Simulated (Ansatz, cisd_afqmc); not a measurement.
Species: NCO, charge 0, doublet. NCO (SMILES N#C[O], doublet).
B3LYP-D3(BJ)/def2-TZVP minimum from Ansatz (an electronic-structure program):
```xyz
3

O      0.0000     0.0000    -1.1348
C      0.0000     0.0000     0.0405
N      0.0000     0.0000     1.2622
```
Charge 0, spin multiplicity 2.

Total energies in cc-pVDZ, 15 correlated electrons, 3 frozen orbitals. Open shells are spin-unrestricted; no spin-orbit coupling. Cores are frozen in correlated methods. No relativity. AFQMC/CISD: phaseless, guided by CISD from CCSD amplitudes; bars are statistical, one sigma. Outlying blocks are dropped, and bars are widened where a walk drifts. Over all cases where full CI ran beside it in this data, AFQMC minus full CI had a median of +0.1 mEh and passed +0.4 mEh in a tenth of the cases. The UHF reference of CNO (N#C[O], doublet) is spin-contaminated (<S^2> up to 0.10 over the pure value in the sets run).

| method | program | energy (Eh) | minus CCSDT(Q) (mEh) |
|---|---|---|---|
| HF | Ansatz | -167.14442 | 455.43 |
| MP2 | Ansatz | -167.56026 | 39.59 |
| CCSD | Ansatz | -167.57987 | 19.98 |
| CCSD(T) | Ansatz | -167.59663 | 3.22 |
| CCSDT(Q) | Ansatz | -167.59985 | 0.00 |
| AFQMC/CISD | cisd_afqmc | -167.5984 ± 0.0004 | 1.5 ± 0.4 |

Rough core times of Ansatz's runs on a shared machine: CCSD(T) under 20 s, CCSDT(Q) 70 s.
